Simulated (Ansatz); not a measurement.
`C[O][Mo](=[O])([OH])([F])[F]`. Charge 0, multiplicity 1. Mo: def2 effective core potential.

Z-matrix (Å, degrees):
```
Mo
F 1 1.854
O 1 1.828 2 92.5
O 1 1.898 2 137.6 3 -83.4
O 1 1.654 2 110.8 3 104.3
F 1 1.871 2 84.8 3 -155.2
C 3 1.399 1 137.0 2 -91.8
H 4 0.963 1 114.6 2 -80.6
H 7 1.091 3 108.8 1 -164.2
H 7 1.094 3 110.1 1 75.5
H 7 1.095 3 108.6 1 -44.4
```

Question: What are the harmonic wavenumbers in cm⁻¹ at PBE0-D4/def2-TZVP (Ansatz, finite differences of forces, unscaled)? (An estimate is asked.)

Answer: The calculation gave: 58, 97, 134, 145, 261, 271, 290, 311, 316, 381, 448, 572, 650, 691, 703, 838, 1095, 1139, 1160, 1191, 1449, 1477, 1487, 3029, 3107, 3137, 3861.

Question: Is this a minimum?

Answer: Yes, all 27 modes are real.

Question: Give the ideal-gas thermochemistry at 298.15 K and 1 bar (rigid rotor, harmonic oscillator; point group C1, symmetry number 1).

Answer: Zero-point energy 169.3 kJ/mol; H(298) − E = 195.8 kJ/mol; entropy 397.3 J/(mol·K), of which translation 174.8, rotation 118.6, vibration 103.9; G(298) − E = 77.4 kJ/mol. Modes under 100 cm⁻¹ are hindered rotations or soft bends, so the harmonic entropy is rough.

Question: And at 400, 500, 600, 800 and 1000 K?

Answer: 
```
T (K)  H − E (kJ/mol)  S (J/mol/K)  G − E (kJ/mol)
  400           210.8        440.3            34.7
  500           227.2        476.9           -11.2
  600           245.0        509.4           -60.6
  800           283.6        564.7          -168.2
 1000           325.0        610.9          -285.9
```

Question: Rotational constants (cm⁻¹)?

Answer: 0.08868, 0.0536, 0.04808.
